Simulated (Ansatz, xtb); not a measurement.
# Two conformers of AgH2NS

Structure I is `N[S][Ag]`, a singlet and structure II is `N[S][Ag]`, a singlet. Both are isolated molecules in the gas phase, relaxed with PBE0-D3(BJ)/def2-SVP.

I (Å):

```xyz
5

Ag   -0.5228   -1.4594   -4.0293
N     0.5665   -0.7076   -1.1197
S    -0.8910   -0.3655   -1.9771
H     0.3661   -1.2285   -0.2689
H     1.0521    0.1546   -0.8830
```

II (Å):

```yaml
atoms:
  - { symbol: Ag, position_ang: [1.0987, -1.0246, -0.0010] }
  - { symbol: N, position_ang: [-1.5934, 0.9654, -0.1597] }
  - { symbol: S, position_ang: [-1.0111, -0.3085, 0.8006] }
  - { symbol: H, position_ang: [-1.8071, 0.7153, -1.1204] }
  - { symbol: H, position_ang: [-1.0488, 1.8213, -0.1131] }
```

Problem. Estimate which is lower in electronic energy at CCSD(T)/def2-TZVPP, and by roughly how much.

Solution. Too close to call at this level: CCSD(T)/def2-TZVPP gives E(II) − E(I) = +0.012 eV.

Level by level:

```json
{"level": "PBE0-D3(BJ)/def2-SVP", "geometry": "PBE0-D3(BJ)/def2-SVP", "E(II) − E(I) (eV)": "−0.009", "departure from the last row (eV)": "−0.021", "job, with rough time for the two": "optimisation, 96 s"}
{"level": "HF/def2-TZVPP", "geometry": "PBE0-D3(BJ)/def2-SVP", "E(II) − E(I) (eV)": "+0.090", "departure from the last row (eV)": "+0.078", "job, with rough time for the two": "part of the CCSD(T) run"}
{"level": "MP2/def2-TZVPP", "geometry": "PBE0-D3(BJ)/def2-SVP", "E(II) − E(I) (eV)": "+0.013", "departure from the last row (eV)": "+0.001", "job, with rough time for the two": "part of the CCSD(T) run"}
{"level": "CCSD(T)/def2-TZVPP", "geometry": "PBE0-D3(BJ)/def2-SVP", "E(II) − E(I) (eV)": "+0.012", "departure from the last row (eV)": "", "job, with rough time for the two": "single point, 8.4 min"}
```

The largest departure from CCSD(T)/def2-TZVPP is that of HF/def2-TZVPP, 0.078 eV. Levels run at GFN2-xTB geometries aren't shown.

With harmonic frequencies from PBE0-D3(BJ)/def2-SVP (ideal gas, rigid rotor, one conformer each, 298.15 K, 1 atm): the zero-point term adds +0.006 eV; ΔH is +0.016 and ΔG +0.022 eV.

The T1 diagnostic of structures I and II is large, so the coupled-cluster value is less sure. The correlated steps freeze 6 core orbitals; the last core shell of Ag is correlated, in a basis made for valence electrons. Atoms past krypton carry core potentials in the def2 sets and no spin–orbit term is included. Programs: Ansatz 0.2.0; the last row on 1 thread of AMD EPYC (Zen 3) on a shared host.
